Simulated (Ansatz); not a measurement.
Reaction (redistribution): `C[SiH](N)[InH2]` + `[F][GeH2][AlH2]` → `[F][GeH2][InH2]` + `C[SiH](N)[AlH2]`

Calculated with Ansatz (gas phase, PBE0-D4/def2-TZVP geometries, no zero-point term in ΔE). CBS: MP2 limit from def2 TZ/QZ plus the TZ coupled-cluster correction, frozen cores. DFT in def2-TZVPP. def2 core potentials past Kr. For Ge, In outer-core shells are correlated without core-valence functions, which leaves a few kJ/mol of doubt a bond. Scalar relativity is left out up to krypton. Each species was taken in one conformer, which may not be the lowest.

| level | ΔE (kcal/mol) |
| --- | --- |
| PBE0-D4 | 0.6 |
| ωB97X-V | 0.6 |
| PBE0 | 0.4 |
| MP2/CBS(def2) | 1.8 |

Q: What does CCSD(T)/CBS give? (Estimate.)

A: Ansatz gave: +1.3 kcal/mol. The listed levels differ from it by -0.7, -0.7, -0.9, 0.5 kcal/mol.

Largest T1 diagnostic among the species: 0.013.

In def2-TZVPP, CCSD(T) changes the Hartree–Fock value by +1.0 kcal/mol (the triples alone add +0.0 kcal/mol) and MP2 by +1.5 kcal/mol.

CCSD(T)/CBS has its own doubt, a few kJ/mol and more with outer-core shells, so smaller differences from it don't rank the levels.
